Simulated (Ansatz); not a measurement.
```yaml
crystal:
  periodic: [false, false, false]
  atoms:
    - {symbol: C, position_ang: [0.409797, -2.518310, 0.669957]}
    - {symbol: As, position_ang: [0.755202, -0.806678, 1.386964]}
    - {symbol: Si, position_ang: [2.144233, 0.041402, -0.483853]}
    - {symbol: Al, position_ang: [-0.179502, 0.070404, -1.424082]}
    - {symbol: C, position_ang: [-0.762380, 0.184153, 0.482609]}
    - {symbol: N, position_ang: [-0.746137, 1.617878, 0.908781]}
    - {symbol: Zn, position_ang: [-1.837159, 2.311889, -0.768892]}
    - {symbol: H, position_ang: [0.274799, -2.480364, -0.374704]}
    - {symbol: H, position_ang: [1.286751, -3.151325, 0.858282]}
    - {symbol: H, position_ang: [-0.429428, -2.906800, 1.148386]}
    - {symbol: H, position_ang: [2.710956, 1.271137, -0.060016]}
    - {symbol: H, position_ang: [3.219039, -0.866154, -0.808967]}
    - {symbol: H, position_ang: [-0.777139, -0.943179, -2.524303]}
    - {symbol: H, position_ang: [-0.612335, 1.668003, -1.913633]}
    - {symbol: H, position_ang: [-1.682187, -0.218688, 0.877375]}
    - {symbol: H, position_ang: [0.259675, 2.008453, 0.822813]}
    - {symbol: H, position_ang: [-1.083791, 1.804487, 1.892078]}
    - {symbol: H, position_ang: [-3.242192, 2.968441, -0.830203]}
basis:
  gaussian: {orbitals: def2-TZVPD}
hamiltonian: {xc: {name: HF}}
correlation: {method: mp2, frozen_orbitals: {C: 0}}
```

```sh
$ ansatz run in.yaml --threads 4 --pin off --events-out ev --progress --plain --max-ram 66560MiB --backend cuda --devices 0, --max-vram 37GiB
```

Shortened log:

```
Functional definition: HF
Error: "frozen_orbitals" has no count for As
```

(1) Something in this input is off. What?

Results:

(1) Frozen orbitals are typed for one element alone, and the program wants a count for each. The input was rejected before any iteration.
